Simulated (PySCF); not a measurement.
**Static response to an electric field**

Compound: benzothiazole, C7H5NS.
Structure used (PBE0-D3(BJ)/def2-SVP), in Å, numbered top down from 1:
```xyz
14
C7H5NS angstrom
C     -1.677    0.884   -0.008
C     -1.869   -0.490    0.214
C     -0.789   -1.352    0.362
C      0.496   -0.810    0.282
S      2.035   -1.601    0.421
C      2.803   -0.050    0.173
N      2.025    0.962    0.004
C      0.705    0.573    0.059
C     -0.401    1.422   -0.087
H     -2.546    1.536   -0.119
H     -2.884   -0.889    0.273
H     -0.943   -2.418    0.534
H      3.895    0.014    0.170
H     -0.233    2.486   -0.259
```

Level: CAM-B3LYP/def2-SVPD (PySCF), static field, nuclei fixed, core orbitals frozen in the response. The polarisability tensor in these axes (au):

```
x   139.70  -9.05   2.00
y    -9.05 109.67  -8.32
z     2.00  -8.32  60.21
```

Task: What are the eigenvalues, a third of the trace, and Δα (Δα² = ½Σ(αi − αj)² over the three pairs)?

Result: Principal values 58.84, 108.31 and 142.43 au; mean 103.19 au = 15.29 Å³ = 17.01 × 10⁻⁴⁰ C²·m²/J; Δα = 72.79 au (71 % of the mean).

Task: What is the dipole moment, and where does it point?

Result: (-0.67, -1.21, 0.19) D, 1.39 D in size, pointing from the negative to the positive side. Measured along this direction, the outermost atoms are H14 at the negative end and H12 at the positive end.

Task: Directions of the eigenvectors, and the extent of the frame along each?

Result: Largest value along (0.96, -0.28, 0.05), where the nuclei span 6.62 Å; middle along (0.28, 0.95, -0.15), 4.97 Å; least along (-0.01, 0.16, 0.99), 0.00 Å. The response follows the extents in order.

Task: What are the principal values of the traceless quadrupole moment, Θ = ½Σq(3rr − r²1), about the centre of nuclear charge?

Result: -8.24, -2.56, 10.79 D·Å. The values depend on the origin, since the dipole doesn't vanish. The electronic extent ⟨r²⟩ about the same centre is 1177 bohr², a root-mean-square distance of 2.17 Å for the 70 electrons.

Task: What depolarisation ratio follows for Rayleigh scattering of linearly polarised light, taking the static tensor?

Result: ρ = 3Δα²/(45ᾱ² + 4Δα²) = 15895.8/(479178 + 21194.4) = 0.0318.

Task: Find the Langevin capture rate constant for NO+ (29.998 u) meeting this molecule (135.014 u), k = 2.342 × 10⁻⁹ cm³/s × √(α in Å³ / reduced mass in u).

Result: The reduced mass is 24.54 u, so k = 1.85 × 10⁻⁹ cm³/s. The formula leaves out the permanent dipole, which adds to the capture rate.

Isolated species at its PBE0-D3(BJ)/def2-SVP geometry, gas phase.

These values come from a run that also computed excited states and ΔSCF ions. The run took 4.4 min wall on an Arm Neoverse V1 with one thread, no GPU (shared host).
